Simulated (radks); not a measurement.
These are the eigenvalues of the occupied orbitals of an atom or ion with whole-number occupations (Ry). All-electron calculation, Dirac Kohn-Sham, relativistic LDA (MacDonald-Vosko exchange, VWN5 correlation), spin-unpolarised, spherical densities, finite nucleus; Fermi nuclear charge, rms radius of each element as measured or else 0.836 A^(1/3) + 0.57 fm. Program: a radial shooting solver on a logarithmic mesh with Libxc functionals.

orbital  eigenvalue
1s1/2     -1862.941
2s1/2     -285.6785
2p1/2     -266.7822
2p3/2     -254.0115
3s1/2     -62.63010
3p1/2     -55.06389
3p3/2     -52.79397
3d3/2     -39.31839
3d5/2     -38.85697
4s1/2     -18.66416
4p1/2     -16.11518
4p3/2     -15.66181
4d3/2     -11.50171

Which element is it, and in what charge state? The configuration may be excited. Open shells, if any, fill j = l - 1/2 first.

Answer. Z = 47, silver, charge +9: Ag9+ in [Kr] 4d2. The list shows which subshells hold electrons but not how many an open one holds; the 1s level, -931.47 hartree, gives Z - s = 43.2 by -(Z - s)^2/2, which with screening and relativity narrows Z to a few neighbours, and the depths of the outer levels then fix element, charge and occupations together.
